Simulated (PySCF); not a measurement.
CH$_{5}$ClFNOSi (SMILES CO[Si](N)(F)Cl), singlet, geometry from GFN2-xTB. Base run: PySCF with CAMB3LYP/6-31G, polarisability.

PySCF was given this input:
```python
from pyscf import gto, scf, dft
from pyscf.prop import polarizability

mol = gto.M(
    atom='''
C    -2.014168   -0.392823   -1.352647
O    -1.137422    0.511495   -0.737698
Si    0.291707    0.268130   -0.047017
N     1.476069   -0.289354   -1.149699
F     0.565711    1.750033    0.511647
Cl    0.263569   -0.993489    1.501014
H    -1.542046   -0.856421   -2.220545
H    -2.315124   -1.175390   -0.653431
H    -2.892301    0.168980   -1.670320
H     2.359734   -0.638737   -0.819336
H     1.585658    0.177219   -2.034829
''',
    basis='6-31g',
    charge=0,
    spin=0,
    verbose=4,
)

mf = dft.RKS(mol)
mf.xc = 'camb3lyp'
mf.kernel()
alpha = mf.Polarizability().polarizability()[2, 2]
print('alpha_zz =', alpha)
```

The base run was repeated with changes; each row names its change, and settings that it needs were set with it.

```tsv
change	alpha_zz (bohr³)	basis functions	core-seconds (rough)
base	46.02	72	40
functional = lda,vwn	49.63	72	9
finite field (a.u.) = 2e-4; conv_tol = 1e-6	45.80	72	30
finite field (a.u.) = 0.001; conv_tol = 1e-6	46.12	72	30
finite field (a.u.) = 0.05; conv_tol = 1e-11	46.74	72	90
functional = pbe	[?]	72	20
functional = hf	42.19	72	2
finite field (a.u.) = 2e-4; conv_tol = 1e-11	46.02	72	50
basis = def2-SVP	47.14	117	60
basis = 6-31G*	48.01	102	80
functional = pbe0	[?]	72	10
finite field (a.u.) = 0.001; conv_tol = 1e-11	46.02	72	60
```

Problem. Fill in the missing entries.

Solution. 
- functional = pbe, alpha_zz (bohr³): 49.21
- functional = pbe0, alpha_zz (bohr³): 46.75

Finite-field rows take the second difference of the energy in a field along z; a small field with loose convergence shows SCF noise divided by the square of the field, and a large one adds hyperpolarisability.
